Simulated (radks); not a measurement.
Excited configurations of F II: one electron is placed in a higher orbital outside [He] 2s2 2p3. The ground configuration is [He] 2s2 2p4. Method: Dirac Kohn-Sham, PBE, spin-unpolarised, spherical densities, finite nucleus; open shells fill j = l - 1/2 first; Fermi nuclear charge, rms radius 2.8976 fm; computed with a radial shooting solver on a logarithmic mesh with Libxc functionals. Excitation = E - E(ground); binding = E(ion) - E, where the ion is the core of charge +2; n* = 2/sqrt(2 binding) in atomic units, and the quantum defect is n - n*.

| outer orbital | excitation (eV) | binding (eV) | n* | quantum defect | eigenvalue (eV) | <r> (bohr) |
|---|---|---|---|---|---|---|
| 3d3/2 | 32.043 | 6.304 | 2.938 | 0.062 | -4.381 | 4.939 |
| 4s1/2 | 32.305 | 6.042 | 3.001 | 0.999 | -4.755 | 6.943 |
| 4p1/2 | 33.317 | 5.031 | 3.289 | 0.711 | -3.904 | 7.890 |
| 4d3/2 | 34.551 | 3.796 | 3.786 | 0.214 | -2.863 | 9.541 |
| 6s1/2 | 36.056 | 2.291 | 4.874 | 1.126 | -1.864 | 18.50 |
| 6f5/2 | 36.716 | 1.631 | 5.777 | 0.223 | -1.296 | 23.09 |
| 7s1/2 | 36.731 | 1.616 | 5.803 | 1.197 | -1.327 | 26.41 |
| 7d3/2 | 37.064 | 1.283 | 6.512 | 0.488 | -1.046 | 31.98 |
| 7f5/2 | 37.132 | 1.216 | 6.691 | 0.309 | -0.984 | 32.28 |

Estimate the row for 5p1/2.

Answer. excitation (eV) 35.292; binding (eV) 3.056; n* 4.220; quantum defect 0.780; eigenvalue (eV) -2.436; <r> (bohr) 13.36. The Delta-SCF ionisation energy is 38.347 eV (NIST Atomic Spectra Database: 34.971 eV, measured). Self-interaction in the functional shifts the binding energies and quantum defects, so they are the method's values and not measured ones. Spin polarisation and multiplet splitting are left out, so open shells lie too high by an amount that depends on their filling.

Beside tabulated values, note that spin-unpolarised runs miss the spin-polarisation part of the exchange energy of open shells.
